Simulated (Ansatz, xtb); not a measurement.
# Two isomers of C4H7NOSi

We compare a, `NC1=C[Si@@H](O)C=C1`, a singlet, with b, `N[Si]1(O)C=CC=C1`, a singlet. Both are isolated molecules in the gas phase, relaxed with PBE0-D3(BJ)/def2-SVP; the shapes shown needn't be the lowest conformers.

a (Å):

```xyz
14

C     0.6121    1.1649   -0.5301
C    -0.4285    0.2969   -0.6894
C     2.0478   -0.6774   -1.1572
C     1.9777    0.6129   -0.7942
N     0.5513    2.4628   -0.1202
O    -0.2486   -2.0341   -2.5701
Si    0.2791   -1.3446   -1.1407
H     1.3515    3.0634   -0.2554
H    -0.3476    2.9190   -0.0601
H    -1.4622    0.5973   -0.5076
H     0.1142   -2.4483   -0.1531
H    -0.3323   -1.4156   -3.3022
H     3.0004   -1.1694   -1.3660
H     2.8477    1.2715   -0.6723
```

b (Å):

```xyz
14

C    -0.4002   -0.1481   -1.8057
C     0.2750   -1.3127   -1.8730
C     1.5821   -1.3799   -1.1673
C     1.9871   -0.2704   -0.5179
N    -0.1218    1.4885    0.6778
O     1.1724    2.3799   -1.6029
Si    0.6505    1.0192   -0.7806
H    -1.0409    1.9143    0.6394
H     0.4281    1.8929    1.4273
H     1.6405    2.2152   -2.4275
H    -1.3689   -0.0127   -2.2918
H    -0.0911   -2.1978   -2.4062
H     2.1559   -2.3137   -1.1919
H     2.9314   -0.2337    0.0298
```

Quicker runs give these differences E(b) − E(a): GFN2-xTB −0.7 kcal/mol; HF/STO-3G −16.1 kcal/mol (at GFN2-xTB geometries); r2SCAN-D4/def2-SVP −13.8 kcal/mol (at GFN2-xTB geometries).

Task: Estimate E(b) − E(a) at the level CCSD(T)/def2-SVP + ΔMP2/def2-TZVPP.

Result: Calculated at CCSD(T)/def2-SVP + ΔMP2/def2-TZVPP: E(b) − E(a) = −20.3 kcal/mol, so structure b lies lower.

How the difference moves with the method:

```json
{"level": "GFN2-xTB", "geometry": "GFN2-xTB", "E(b) − E(a) (kcal/mol)": "−0.7", "departure from the last row (kcal/mol)": "+19.5", "job, with rough time for the two": "optimisation, 0.3 s"}
{"level": "HF/STO-3G", "geometry": "GFN2-xTB", "E(b) − E(a) (kcal/mol)": "−16.1", "departure from the last row (kcal/mol)": "+4.1", "job, with rough time for the two": "single point, 0.94 s"}
{"level": "r2SCAN-D4/def2-SVP", "geometry": "GFN2-xTB", "E(b) − E(a) (kcal/mol)": "−13.8", "departure from the last row (kcal/mol)": "+6.5", "job, with rough time for the two": "single point, 5.4 s"}
{"level": "PBE0-D3(BJ)/def2-SVP", "geometry": "PBE0-D3(BJ)/def2-SVP", "E(b) − E(a) (kcal/mol)": "−12.9", "departure from the last row (kcal/mol)": "+7.4", "job, with rough time for the two": "optimisation, 80 s"}
{"level": "HF/def2-SVP", "geometry": "PBE0-D3(BJ)/def2-SVP", "E(b) − E(a) (kcal/mol)": "−16.6", "departure from the last row (kcal/mol)": "+3.6", "job, with rough time for the two": "part of the CCSD(T) run"}
{"level": "MP2/def2-SVP", "geometry": "PBE0-D3(BJ)/def2-SVP", "E(b) − E(a) (kcal/mol)": "−15.9", "departure from the last row (kcal/mol)": "+4.3", "job, with rough time for the two": "part of the CCSD(T) run"}
{"level": "CCSD(T)/def2-SVP", "geometry": "PBE0-D3(BJ)/def2-SVP", "E(b) − E(a) (kcal/mol)": "−16.0", "departure from the last row (kcal/mol)": "+4.3", "job, with rough time for the two": "single point"}
{"level": "CCSD(T)/def2-SVP + ΔMP2/def2-TZVPP", "geometry": "PBE0-D3(BJ)/def2-SVP", "E(b) − E(a) (kcal/mol)": "−20.3", "departure from the last row (kcal/mol)": "", "job, with rough time for the two": "single point, 96 s"}
```

As drawn, b has 1 N–Si, 1 C–H in place of 1 C–N, 1 Si–H.

None of the levels shown reverses the order. The largest departure from CCSD(T)/def2-SVP + ΔMP2/def2-TZVPP is that of GFN2-xTB, 19.5 kcal/mol. The last row adds to CCSD(T) the change of the MP2 difference between the two basis sets, here −4.3 kcal/mol, a large step that makes the value less sure.

With thermal terms from frequencies at re-optimised GFN2-xTB minima (ideal gas, soft modes damped towards free rotors, one conformer each, 298.15 K, 1 atm): on the last row, ΔE + ΔZPE = −19.3, ΔH = −19.0, ΔG = −19.9 kcal/mol.

The correlated steps freeze 11 core orbitals. Mirror images aren't counted in ΔG. Programs: Ansatz 0.2.0, xtb 6.7.1; the last row on 2 threads of Intel(R) Xeon(R) Processor @ 2.70GHz on a shared host.
